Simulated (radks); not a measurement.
Question: The table gives one normalised radial function P(r) = r R(r) (large component) of Yb24+ in [Kr] 4d10 (r in bohr). All-electron calculation, Dirac Kohn-Sham, PBE, spin-unpolarised, spherical densities, finite nucleus; Fermi nuclear charge, rms radius 5.3108 fm. Program: a radial shooting solver on a logarithmic mesh with Libxc functionals.

r           P
0.00117    0.1593
0.001329   0.1756
0.001499   0.1921
0.00169    0.2097
0.001905   0.2285
0.002165   0.2497
0.002442   0.2706
0.002753   0.2924
0.003129   0.3163
0.003528   0.3390
0.003977   0.3616
0.004521   0.3850
0.005097   0.4056
0.005747   0.4240
0.006479   0.4391
0.007364   0.4505
0.008303   0.4551
0.009362   0.4522
0.01064    0.4389
0.012      0.4150
0.01353    0.3782
0.01537    0.3227
0.01733    0.2542
0.01954    0.1691
0.02204    0.0676
0.02504   -0.0568
0.02824   -0.1849
0.03184   -0.3184
0.03618   -0.4577
0.0408    -0.5744
0.046     -0.6646
0.05228   -0.7159
0.05895   -0.7073
0.06646   -0.6322
0.07494   -0.4844
0.08517   -0.2490
0.09603    0.0307
0.1083     0.3412
0.1231     0.6631
0.1387     0.9063
0.1564     1.0424
0.1778     1.0229
0.2005     0.8266
0.226      0.4643
0.2548    -0.0246
0.2896    -0.6078
0.3266    -1.1212
0.3682    -1.5165
0.4185    -1.7390
0.4718    -1.7390
0.532     -1.5616
0.6046    -1.2440
0.6817    -0.9041
0.7686    -0.5905
0.8667    -0.3441
0.985     -0.1688
1.111     -0.0750
1.252     -0.0286
1.423     -0.0084
1.605     -0.0022

Which n and l does it have? It may be an empty orbital.

Answer: n = 4, l = 0: the number of nodes gives n - l - 1 = 3, the rise at small r points to l (this Dirac orbital starts outside the nucleus as r^gamma with gamma = sqrt((l + 1)^2 - (Z/c)^2) = 0.86; the j = 1/2 orbital of l + 1 starts with the same power, but with a smaller coefficient, and then steepens), and the extent must fit the shell. The curve is that of 4s1/2. 4s1/2: eigenvalue -1163.7 eV, 3 radial nodes at r = 0.0237, 0.0949, 0.253 bohr, <r> = 0.463 bohr, 90 % of the charge inside 0.659 bohr.
